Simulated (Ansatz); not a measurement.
`C[SiH2]C[SiH2]F` → `C[SiH2]C` + `F[SiH]`  (silylene formation by 1,1-elimination)

Calculated with Ansatz (gas phase, PBE0-D4/def2-TZVP geometries, no zero-point term in ΔE). CBS: MP2 limit from def2 TZ/QZ plus the TZ coupled-cluster correction, frozen cores. This one scheme is used for every species. DFT in def2-TZVPP. B3LYP here is the variant with VWN-RPA as its local correlation; programs differ in this. One conformer a species, not always the lowest.

CCSD(T)/CBS gives +217.4 kJ/mol.

(1) Another level gave +208.0 kJ/mol. Which?
A. PBE0/def2-TZVPP
B. r2SCAN/def2-TZVPP
C. B3LYP-D4/def2-TZVPP
D. PBE/def2-TZVPP

Largest T1 diagnostic among the species: 0.015.

Answers

(1) C. B3LYP-D4 208.0, PBE0 216.6, r2SCAN 231.1, PBE 200.9 kJ/mol.

The D4 term adds +17.3 kJ/mol with B3LYP and +9.6 kJ/mol with PBE0; it sums over pairs of atoms, weighted by their polarisabilities, and B3LYP, whose exchange is more repulsive, gets the larger term. In def2-TZVPP, CCSD(T) changes the Hartree–Fock value by +9.7 kJ/mol (the triples alone add +3.0 kJ/mol) and MP2 by +28.0 kJ/mol. From PBE to PBE0 (25 % exact exchange), in def2-TZVPP and without D4, ΔE moves by +15.7 kJ/mol.
